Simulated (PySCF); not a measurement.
**From computed data to an observable: chemical shift, span and skew from a shielding tensor**

C4H6F2, SMILES C1[C@H](C[C@H]1F)F. Atoms are numbered in the order given.

```xyz
12

F      0.0000    -2.1430    -0.4527
C      0.0000    -1.0563     0.3728
C     -1.0766     0.0000     0.1119
C      0.0000     1.0563     0.3728
F      0.0000     2.1430    -0.4527
C      1.0766     0.0000     0.1119
H      0.0000    -1.4198     1.4139
H     -1.9967     0.0000     0.7120
H     -1.3267     0.0000    -0.9597
H      0.0000     1.4198     1.4139
H      1.3267     0.0000    -0.9597
H      1.9967     0.0000     0.7120
```

The structure is a stationary point at PBE0-D3(BJ)/def2-SVP. The structure was generated by enumeration; whether it is a known compound was not checked.

GIAO shieldings from PBE/pcSseg-1 in PySCF, non-relativistic, no solvent. The symmetric part of the tensor of F1 has the principal values 319.0, 353.9, 375.4 ppm. The same nucleus in CFCl3 has σ = 133.6 ppm at this level (PySCF, at its B3LYP-D3(BJ)/def2-TZVP geometry).

### Question
Work out the isotropic shielding, the ¹⁹F shift against CFCl3, the span and the skew.

### Answer

σ(iso) = (σ11 + σ22 + σ33)/3 = 349.4 ppm. δ = σ(ref) − σ(iso) = 133.6 − (349.4) = -215.8 ppm.
Span Ω = σ33 − σ11 = 56.4 ppm. Skew κ = 3(σ(iso) − σ22)/Ω = -0.24. Tumbling in solution averages the tensor to δ; in a static solid the shielding alone would spread this spin-1/2 line over Ω.
